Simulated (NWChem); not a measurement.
Everything below was run with NWChem. System: OSn, charge 0, spin multiplicity 1, at a geometry optimised with PBE0/def2-SVP with def2 effective core potentials on Sn. Level: CCSD(T)/def2-SVP with def2 effective core potentials on Sn, 5 core orbitals frozen, spin-restricted.

Job file:

```
start mol
memory heap 100 mb stack 700 mb global 1900 mb
geometry units angstroms nocenter noautoz noautosym
  Sn     0.000000     0.000000     0.253566
  O      0.000000     0.000000    -1.584789
end
basis spherical
  * library def2-svp
end
ecp
  Sn library def2-ecp
end
scf
  rhf
  nopen 0
  maxiter 100
  thresh 1e-7
  semidirect memsize 60000000 filesize 0
end
ccsd
  freeze core 5
  maxiter 60
end
task ccsd(t) energy
```

Part of the output:

```
             Northwest Computational Chemistry Package (NWChem) 7.3.0
             --------------------------------------------------------

                                NWChem Input Module
                                -------------------

 Scaling coordinates for geometry "geometry" by  1.889725989
 (inverse scale =  0.529177249)

                             Geometry "geometry" -> ""
                             -------------------------

 Output coordinates in angstroms (scale by  1.889725989 to convert to a.u.)

  No.       Tag          Charge          X              Y              Z
 ---- ---------------- ---------- -------------- -------------- --------------
    1 Sn                  50.0000     0.00000000     0.00000000     0.25356600
    2 O                    8.0000     0.00000000     0.00000000    -1.58478900

 Effective nuclear repulsion energy (a.u.)     115.1414713697

            Nuclear Dipole moment (a.u.)
            ----------------------------
        X                 Y               Z
 ---------------- ---------------- ----------------
     0.0000000000     0.0000000000    -0.0000226767


 Summary of "ao basis" -> "" (spherical)
 ------------------------------------------------------------------------------
       Tag                 Description            Shells   Functions and Types
 ---------------- ------------------------------  ------  ---------------------
 *                          def2-svp                  on all atoms

 Summary of "ao basis" -> "ao basis" (spherical)
 ------------------------------------------------------------------------------
       Tag                 Description            Shells   Functions and Types
 ---------------- ------------------------------  ------  ---------------------
 Sn                         def2-svp                10       26   4s4p2d
 O                          def2-svp                 6       14   3s2p1d

                                 NWChem SCF Module
                                 -----------------

  ao basis        = "ao basis"
  functions       =    40
  atoms           =     2
  closed shells   =    15
  open shells     =     0
  charge          =   0.00
  wavefunction    = RHF
  use symmetry    = F
  symmetry adapt  = F

 Summary of "ao basis" -> "ao basis" (spherical)
 ------------------------------------------------------------------------------
       Tag                 Description            Shells   Functions and Types
 ---------------- ------------------------------  ------  ---------------------
 Sn                         def2-svp                10       26   4s4p2d
 O                          def2-svp                 6       14   3s2p1d

 Forming initial guess at       0.0s

      Superposition of Atomic Density Guess
      -------------------------------------

 Sum of atomic energies:        -323.78689688

      Non-variational initial energy
      ------------------------------

 Total energy =    -287.831173
 1-e energy   =    -580.046937
 2-e energy   =     241.553517
 HOMO         =      -0.339604
 LUMO         =      -0.043749

 Starting SCF solution at       0.2s

 ----------------------------------------------
         Quadratically convergent ROHF

 Convergence threshold     :          1.000E-07
 Maximum no. of iterations :          100
 Final Fock-matrix accuracy:          1.000E-09
 ----------------------------------------------

              iter       energy          gnorm     gmax       time
             ----- ------------------- --------- --------- --------
[...]
  11     -0.3024735380 -6.718D-06  2.069D-05     0.29     0.00     0.28
  12     -0.3024717856  1.752D-06  6.471D-06     0.28     0.00     0.27
  13     -0.3024722669 -4.813D-07  5.450D-06     0.28     0.00     0.27
  14     -0.3024725508 -2.839D-07  3.061D-06     0.29     0.00     0.28
  15     -0.3024725087  4.207D-08  1.968D-07     0.28     0.00     0.27
                  *************converged*************
-------------------------------------------------------------------------

 -----------
 CCSD Energy
 -----------
 Reference energy:            -288.102682930284971
 CCSD corr. energy:             -0.302472508680072
 Total CCSD energy:           -288.405155438965039

 --------------------------------
 Spin Component Scaled (SCS) CCSD
 --------------------------------
 Same spin contribution:                 -0.069156802461530
 Same spin scaling factor:                1.130000000000000
 Opposite spin contribution:             -0.233315706218542
 Opposite spin scaling fact.:             1.270000000000000
 SCS-CCSD correlation energy:            -0.374458133679077
 Total SCS-CCSD energy:                -288.477141063964041
 memory            104848076

*********triples calculation*********

nkpass=    1; nvpass=    1; memdrv=          46150; memtrn=         463596; memavail=      104847812
 memory available/node                      104847812
 total number of virtual orbitals        25
 number of virtuals per integral pass    25
 number of integral evaluations           1
 number of occupied per triples pass     10
 number of triples passes                 1

 commencing integral evaluation        1 at           4.67
  symmetry use  F
task         2 out of       136 done   1%  at       0.0 secs
task         7 out of       136 done   5%  at       0.1 secs
task        14 out of       136 done  10%  at       0.1 secs
task        21 out of       136 done  15%  at       0.2 secs
task        28 out of       136 done  20%  at       0.2 secs
task        34 out of       136 done  25%  at       0.2 secs
task        41 out of       136 done  30%  at       0.2 secs
task        48 out of       136 done  35%  at       0.3 secs
task        55 out of       136 done  40%  at       0.3 secs
task        62 out of       136 done  45%  at       0.3 secs
task        68 out of       136 done  50%  at       0.3 secs
task        75 out of       136 done  55%  at       0.3 secs
task        82 out of       136 done  60%  at       0.3 secs
task        89 out of       136 done  65%  at       0.3 secs
task        96 out of       136 done  70%  at       0.3 secs
task       102 out of       136 done  75%  at       0.3 secs
task       109 out of       136 done  80%  at       0.3 secs
task       116 out of       136 done  85%  at       0.4 secs
task       123 out of       136 done  90%  at       0.4 secs
task       130 out of       136 done  95%  at       0.4 secs
task       136 out of       136 done 100%  at       0.4 secs
 commencing triples evaluation - blocking       1
 ccsd(t): done        1 out of       25 progress:    4.0%
 ccsd(t): done        2 out of       25 progress:    8.0%
 ccsd(t): done        3 out of       25 progress:   12.0%
 ccsd(t): done        4 out of       25 progress:   16.0%
 ccsd(t): done        5 out of       25 progress:   20.0%
 ccsd(t): done        6 out of       25 progress:   24.0%
 ccsd(t): done        7 out of       25 progress:   28.0%
 ccsd(t): done        8 out of       25 progress:   32.0%
 ccsd(t): done        9 out of       25 progress:   36.0%
 ccsd(t): done       10 out of       25 progress:   40.0%
 ccsd(t): done       11 out of       25 progress:   44.0%
 ccsd(t): done       12 out of       25 progress:   48.0%
 ccsd(t): done       13 out of       25 progress:   52.0%
 ccsd(t): done       14 out of       25 progress:   56.0%
 ccsd(t): done       15 out of       25 progress:   60.0%
 ccsd(t): done       16 out of       25 progress:   64.0%
 ccsd(t): done       17 out of       25 progress:   68.0%
 ccsd(t): done       18 out of       25 progress:   72.0%
 ccsd(t): done       19 out of       25 progress:   76.0%
 ccsd(t): done       20 out of       25 progress:   80.0%
 ccsd(t): done       21 out of       25 progress:   84.0%
 ccsd(t): done       22 out of       25 progress:   88.0%
 ccsd(t): done       23 out of       25 progress:   92.0%
 ccsd(t): done       24 out of       25 progress:   96.0%
 ccsd(t): done       25 out of       25 progress:  100.0%
 Time for integral evaluation pass     1        0.40
 Time for triples evaluation pass      1        0.22

 pseudo-e(mp4)  -0.26731719776427E-01
 pseudo-e(mp5)   0.81102559890217E-02
        e(t)    -0.18621463787405E-01

 --------------
 CCSD(T) Energy
 --------------
 Reference energy:                    -288.102682930284971

 CCSD corr. energy:                     -0.302472508680072
 T(CCSD) corr. energy:                  -0.026731719776427
 Total CCSD+T(CCSD) energy:           -288.431887158741461

 CCSD corr. energy:                     -0.302472508680072
 (T) corr. energy:                      -0.018621463787405
 Total CCSD(T) energy:                -288.423776902752422

 routine      calls  cpu(0)   cpu-min  cpu-ave  cpu-max   i/o
 aoccsd          1     0.00     0.00     0.00     0.00    0.00
 iterdrv         1     0.01     0.01     0.01     0.01    0.00
 pampt          15     0.02     0.02     0.02     0.02    0.00
 t2pm           15     0.03     0.03     0.03     0.03    0.00
 sxy            15     0.03     0.03     0.03     0.03    0.00
 ints       277350     3.52     3.52     3.52     3.52    0.00
 t2eri        2040     0.39     0.39     0.39     0.39    0.00
 idx2         2040     0.09     0.09     0.09     0.09    0.00
 idx34          15     0.02     0.02     0.02     0.02    0.00
 ht2pm          15     0.04     0.04     0.04     0.04    0.00
 itm            15     0.15     0.15     0.15     0.15    0.00
 pdiis          15     0.01     0.01     0.01     0.01    0.00
 triples         1     0.00     0.00     0.00     0.00    0.00
 rdtrpo          1     0.00     0.00     0.00     0.00    0.00
 trpmos          1     0.40     0.40     0.40     0.40    0.00
 trpdrv          1     0.04     0.04     0.04     0.04    0.00
 dovvv       27500     0.07     0.07     0.07     0.07    0.00
 doooo       27500     0.04     0.04     0.04     0.04    0.00
 tengy       25000     0.06     0.06     0.06     0.06    0.00
 Total                 4.92     4.92     4.92     4.92    0.00

 Task  times  cpu:        5.5s     wall:        5.5s

 Total times  cpu:        5.5s     wall:        5.5s
```
